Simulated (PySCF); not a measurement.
C5H3N2: g tensor and hyperfine couplings

Compound: C5H3N2 (doublet state).
SMILES with atom numbers: `[H]/[C:1]=[C:2]1/[CH2:3][N:4]=[C:5]1[C:6]#[N:7]` (hydrogens: H8 on C1; H9, H10 on C3)

Structure used (GFN2-xTB), in Å, numbered top down from 1:
```
atom  x, y, z in Å
C1     0.318    1.810    0.356
C2    -0.161    0.642    0.160
C3    -1.470   -0.127    0.154
N4    -0.723   -1.345   -0.208
C5     0.403   -0.732   -0.213
C6     1.716   -1.132   -0.466
N7     2.822   -1.376   -0.660
H8     1.256    2.312    0.349
H9    -2.185    0.167   -0.613
H10   -1.967   -0.216    1.120
```

Computed, not measured: UKS B3LYP, pcH-1 on C H N, non-relativistic, mean-field spin-orbit, GIAO in PySCF 2.14.0. Isolated species at its GFN2-xTB geometry, gas phase. The geometry wasn't refined by DFT: couplings that depend on bond lengths, twists or pyramidal angles can differ widely from those at the functional's own minimum. Stability of the SCF solution: not tested.

```json
{
 "g1, g2, g3": "2.00184, 2.00194, 2.00261",
 "g_iso": "2.00213",
 "Form of g": "close to axial: the two nearest values differ by 13 % of g3 − g1",
 "⟨S²⟩": "0.7623 (exact 0.7500)",
 "HOMO–LUMO gap, α and β orbitals": "4.63, 4.88 eV",
 "Basis functions": "205"
}
```

Isotropic coupling and dipolar principal values T1 to T3, in G; ρ(0) is the spin density at the nucleus (MHz turned into gauss with g_iso; 10 G = 1 mT):

```tsv
atom	isotope	a_iso	T1	T2	T3	Mulliken spin population	ρ(0) (bohr⁻³)
C1	13C	98.7	-29.0	-20.6	49.6	1.02	0.2461
C2	13C	-6.0	-6.2	-0.4	6.6	-0.19	-0.0149
C3	13C	28.5	-2.1	-1.7	3.8	0.06	0.0709
N4	14N	-0.7	-1.7	0.5	1.1	-0.05	-0.0057
C5	13C	49.2	-4.9	-2.0	6.9	0.14	0.1226
C6	13C	1.7	-0.6	-0.4	1.0	-0.01	0.0043
N7	14N	0.3	-0.4	0.0	0.4	0.02	0.0027
H8	1H	6.0	-11.4	-2.6	14.1	0.00	0.0037
H9	1H	-1.8	-1.3	-0.5	1.8	0.00	-0.0011
H10	1H	-1.8	-1.3	-0.5	1.8	0.00	-0.0011
```

The largest Mulliken spin populations are on C1 (+1.02), C2 (-0.19), C5 (+0.14) and C3 (+0.06). The positive populations add up to 1.25 and the negative ones to -0.25, together 2S = 1.

Axes: g1 points within 11° of the C5–C6 bond and g2 points within 15° of the C1–C2 bond.

Under fast tumbling the dipolar parts average out, and these isotropic splittings remain: 1 × 1H (H8, I = 1/2, 2 lines) with 0.60 mT, 2 × 1H (H9/H10, I = 1/2, 3 lines) with 0.18 mT, 1 × 14N (N4, I = 1, 3 lines) with 0.07 mT and 1 × 14N (N7, I = 1, 3 lines) with 0.03 mT.

The 13C coupling of C1 (276.7 MHz) shows only in satellite lines or after enrichment, since that isotope makes up about 1.07 % of natural carbon.

The spin density at the nucleus, in bohr⁻³, is negative for C2 (-0.0149), N4 (-0.0057) and H9/H10 (-0.0011), for instance. A restricted open-shell determinant has no negative spin density anywhere; here it arises because α and β orbitals differ (spin polarisation).
